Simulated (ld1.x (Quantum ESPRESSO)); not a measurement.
# What one change does to a pseudopotential (carbon, TM)

| Item | Value |
| --- | --- |
| Element | carbon |
| Generator | ld1.x (Quantum ESPRESSO) 7.5 |
| Type | norm-conserving Troullier–Martins (Kleinman–Bylander form) |
| Functional | LDA (PZ) |
| Relativity | non-relativistic |
| Frozen core | [He] |
| Valence charge | 4 |
| Reference configuration | 2s2 2p2 |
| Partial waves | 2s (bound): rc 0.80 bohr; 2p (bound): rc 2.90 bohr |
| Local potential | all-electron potential smoothed inside 1.15 bohr (lloc = -1) |
| Core correction | none |

Change: local potential all-electron potential smoothed inside 3.14 bohr (lloc = -1).

Cutoffs: the cutoffs (Ry, on a coarse ladder) from which the occupation-weighted sum of valence levels, in a spherical-Bessel basis at the reference potential, stays within 10 and 1 mRy of its value at 400 Ry; they do not see the model core or the augmentation charge, which bear on the density cutoff. Errors are all-electron minus pseudo energies relative to the spin-unpolarised reference configuration.

Problem. How do hardness, ghosts and transferability respond?

Solution. The potential gets neither clearly harder nor softer (100 Ry and 230 Ry → 100 Ry and 230 Ry); of the 9 tests that both files solve, the error grows in 0 and shrinks in 2 by more than 15 % and 0.3 meV (median size 60.7 → 63.6 meV); neither file shows a bound ghost.

| quantity | base | changed |
| --- | --- | --- |
| cutoff, loose | 100 Ry | 100 Ry |
| cutoff, tight | 230 Ry | 230 Ry |
| bound ghosts | none | none |
| error for 2s2 2p1, meV [ΔE 10.99 eV] | +122 | +110 |
| error for 2s2 2p0, meV [ΔE 35.25 eV] | +1005 | +988 |
| error for 2s1 2p0, meV [ΔE 83.20 eV] | +1990 | +1974 |
| error for 2s2 2p2.3, meV [ΔE -1.20 eV] | +2.0 | +0.9 |
| error for 2s0 2p4, meV [ΔE 16.49 eV] | -61 | -64 |
| error for 2s1 2p3, meV [ΔE 8.23 eV] | -17 | -18 |
| error for 2s2 2p1.5, meV [ΔE 4.03 eV] | +19 | +15 |
| error for 2s2 2p2 (spin-polarised), meV [ΔE -1.13 eV] | +29 | +28 |
| error for 2s2 2p1 (spin-polarised), meV [ΔE 10.59 eV] | +122 | +108 |
